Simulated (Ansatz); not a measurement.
The first iterations of a band of BF2H + H2S (7 atoms, charge 0, multiplicity 1).

Computed with Ansatz 0.2.0, RKS B3LYP-D4/def2-SVP.

* movable images: 7
* climbing image: yes
* spring: 5.0 eV/Å²
* optimiser: quadratic models (default)
* start path: through a guess of the saddle point
* force threshold: 0.03 eV/Å
* iteration limit: 60
* end points: relaxed

Image 0:

```xyz
7
Properties=species:S:1:pos:R:3
B 0.067 0.379 -0.051
H 0.317 0.849 1.024
F 0.997 0.267 -0.981
F -1.182 0.109 -0.398
S 0.369 -2.412 1.037
H -0.375 -2.818 -0.018
H -0.730 -2.211 1.800
```

Image 8:

```xyz
7
Properties=species:S:1:pos:R:3
B 0.162 -0.650 -0.569
H -0.435 0.332 2.389
F 1.150 0.218 -0.690
F -1.076 -0.224 -0.752
S 0.541 -2.374 -0.167
H -0.750 -2.775 -0.162
H -0.128 -0.364 2.364
```

| iteration | highest image above the first end (eV) | largest band force component (eV/Å) |
| --- | --- | --- |
| 1 | 3.617 | 6.254 |
| 2 | 2.118 | 3.336 |
| 3 | 1.572 | 2.574 |
| 4 | 1.466 | 1.147 |
| 5 | 1.303 | 2.245 |
| 6 | 1.203 | 0.873 |
| 7 | 1.024 | 0.646 |
| 8 | 1.340 | 2.384 |
| 9 | 1.251 | 2.858 |
| 10 | 1.248 | 1.161 |
| 11 | 1.261 | 1.599 |

Problem. Does the band converge within its limit, and where does its top end?

Solution. The forces met the threshold. It ended after 33 iterations with the highest image 1.346 eV above the first end. A vibrational analysis at the climbing image gives one clearly imaginary mode, 1093i cm⁻¹: a first-order saddle point. The orbitals stay closed-shell, which can raise the energy where a bond breaks towards radicals; this wasn't checked here.

Time of the run: 8.9 min on 1 thread of Arm Neoverse V1, on a shared host, peak memory 0.17 GiB.
